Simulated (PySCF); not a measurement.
Gas-phase reaction: 2 Cu3Cl3 = 6 Cu + 3 Cl2

Computed with PySCF and rigid-rotor harmonic-oscillator thermochemistry at 1 bar. 'Table' is the NASA 1993 thermochemical table (part measured, part estimated). † marks an energy on the PBE0/def2-TZVP geometry and frequencies. Open shells (unrestricted): Cu (multiplicity 2); the rest are closed-shell singlets. Cu: all electrons, no relativistic terms. The table's entry may be an old estimate for Cu3Cl3 (not checked at source).

HF/def2-TZVP† gives ΔH°(298 K) = 1871.4 kJ.

What does PBE/def2-TZVP† give, and where does the table lie?

PBE/def2-TZVP†: 2395.2 kJ. Table: 2542.7 kJ.
